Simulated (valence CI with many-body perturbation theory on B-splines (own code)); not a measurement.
## Pr LV: what the settings do

Calculated by configuration interaction combined with many-body perturbation theory (CI+MBPT): three valence electrons over a frozen Dirac-Fock core [He], a basis of 6 s, 6 p, 5 d, 3 f, 1 g functions for each j, with the one-electron correlation potential Σ1, the two-electron term Σ2, the three-electron term Σ3, Breit, model QED; selected CI, second order for the rest, scaled by the run's own slope (own B-spline code, finite nucleus).

The last digits are not significant, and no measured levels were compared; by estimate large intervals hold to a few tenths of a per cent, small ones and those within an open d or f shell to about a per cent.

The reference run has the lowest level (2s^2 2p1/2) J=1/2 and an ionisation energy of 11257.0 eV. Its largest variational space holds 3655 state functions.

Levels are named by their leading jj configuration (3d3/2^4 stands for four electrons in 3d with j = 3/2), which in mixed levels can hold well under half, so a name can repeat and another be missing. Letters in brackets count levels of one name in rising energy.

Changed runs:
A. lowest core n in screening and Σ2 1 → 4
B. hole-hole ladder in Σ2 on → off; natural orbitals for correlation on → off
C. three-electron term on → off
D. box radius (bohr) 1.0612 → 0.24 (bad on purpose)

Excitation energies of the reference run in cm⁻¹, and shifts in cm⁻¹:

```csv
Level,Reference,B,C
(2s 2p1/2^2) J=1/2,1510230,+576,+128
(2s^2 2p3/2) J=3/2,4269450,-664,+43
(2s 2p1/2 2p3/2) J=3/2 [a],5322440,-2920,-83
(2s 2p1/2 2p3/2) J=5/2,5600780,-589,+110
(2s 2p1/2 2p3/2) J=1/2,6042050,+1643,+378
(2s 2p1/2 2p3/2) J=3/2 [b],6049470,+2420,+389
(2p1/2^2 2p3/2) J=3/2,7647960,+3264,+460
(2s 2p3/2^2) J=5/2,9737480,-1889,+103
(2s 2p3/2^2) J=1/2,10399600,+2356,+477
(2s 2p3/2^2) J=3/2,10407500,+2152,+439
(2p1/2 2p3/2^2) J=3/2,11627300,-161,+419
(2p1/2 2p3/2^2) J=5/2,11795800,+2441,+418
Ionisation energy (eV),11257.0,-0.6,+0.052
```

Run A: It gave no result: the setting left no core shell for the response of the core. The program said: "need at least one array to concatenate".

Run D: It gave no result. The program said: "need at least one array to concatenate".
